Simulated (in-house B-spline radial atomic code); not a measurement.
# OLYP excitations of Te4+

Method: OLYP. Computed with a B-spline radial code for spherical atoms: linear response of the closed shell [Kr] 4d10 5s2 with the functional's adiabatic kernel; scalar-relativistic (spin-free one-electron X2C), finite nucleus, no spin-orbit coupling, no double excitations, S, P, D and F terms only; shells from n = 3 respond. Only terms of natural parity with L up to 3 were computed.

Command:
```bash
python run_td.py task.json out
```
Settings (radii: box in bohr, nucleus in fm):
```
Z                        52
electrons                48
configuration            [Kr] 4d10 5s2
hamiltonian              x2c
method                   optx,lyp
box_radius               19.1
rms_radius               4.7423
intervals                71
```

Run time, properties included: 2.7 s on 1 thread of Arm Neoverse N1, with other jobs on the host.

The lowest states, in the order of their Tamm-Dancoff energies; the method's threshold (minus the highest occupied level) is 52.83 eV. Labels give the largest channel, * marks a mixed state, and oscillator strengths are full-response dipole values. Semilocal kernels can invert the small singlet-triplet splittings of Rydberg terms. Energies in eV:

```tsv
state	full response	Tamm-Dancoff	oscillator strength
5s → 5p 3P	?	?	-
5s → 5p 1P	13.905	14.440	1.61
5s → 5d 3D	25.756	25.815	-
5s → 5d 1D	?	?	-
5s → 6s 3S	28.787	28.801	-
5s → 6s 1S	29.508	29.569	-
5s → 4f 3F	30.62	30.71	-
5s → 4f 1F	31.71	31.73	-
5s → 6p 3P	32.74	32.76	-
5s → 6p 1P	33.06	33.11	0.0455
5s → 6d 3D	38.71	38.73	-
5s → 6d 1D	38.99	39.00	-
5s → 7s 3S	39.90	39.90	-
5s → 5f 3F	39.94	39.96	-
5s → 5f 1F	40.11	40.12	-
5s → 7s 1S	40.13	40.14	-
```

(1) Where does 5s → 5d 1D lie?

(2) Where does 5s → 5p 3P lie?

(3) How large is the singlet-triplet splitting of 5s → 5p (P terms) in Tamm-Dancoff?

(4) What polarisabilities and dispersion coefficient does the method give?

Answers

(1) At 26.946 eV in full response, 26.982 eV in Tamm-Dancoff.

(2) At 9.917 eV in full response, 10.119 eV in Tamm-Dancoff.

(3) 4.32 eV, from the unrounded values.

(4) Dipole 7.757 bohr³, quadrupole 17.72 bohr⁵, C6 32.36 hartree·bohr⁶ for two such species.
